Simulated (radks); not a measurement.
Results of a calculation; reference values are marked as such.
Orbital eigenvalues (eV) of the neodymium ion Nd+, [Xe] 4f4 6s1, at several levels of relativity; Dirac values are averaged over j with weights 2j + 1. Spin-unpolarised spherical Kohn-Sham, PBE, point nucleus unless stated (finite: rms radius 4.9123 fm), a radial shooting solver on a logarithmic mesh with Libxc functionals. A level marked "c x" has the speed of light scaled by that factor and shares open shells by 2j + 1; other Dirac levels either fill j = l - 1/2 first or share by 2j + 1.

| shell | non-rel. | scalar-rel. | scalar-rel., finite nucleus | Dirac, low j first | change of magnitude, last against first (%) |
|---|---|---|---|---|---|
| 3s | -1399.3 | -1528.9 | -1528.8 | -1526.5 | +9.09 |
| 3p | -1252.4 | -1294.0 | -1294.1 | -1295.7 | +3.46 |
| 3d | -978.72 | -968.35 | -968.36 | -966.49 | -1.25 |
| 4s | -278.78 | -308.76 | -308.72 | -308.12 | +10.52 |
| 4p | -223.11 | -231.85 | -231.85 | -232.17 | +4.06 |
| 4d | -124.99 | -122.56 | -122.56 | -122.18 | -2.25 |
| 5s | -42.044 | -46.431 | -46.426 | -46.308 | +10.14 |
| 5p | -27.423 | -28.043 | -28.044 | -28.086 | +2.42 |
| 4f | -10.453 | -7.6477 | -7.6487 | -7.5072 | -28.18 |
| 5d (empty) | -7.7967 | -7.3147 | -7.3150 | -7.2954 | -6.43 |
| 6s | -7.7763 | -8.1985 | -8.1979 | -8.1887 | +5.30 |
| 6p (empty) | -5.2580 | -5.2382 | -5.2384 | -5.2440 | -0.27 |
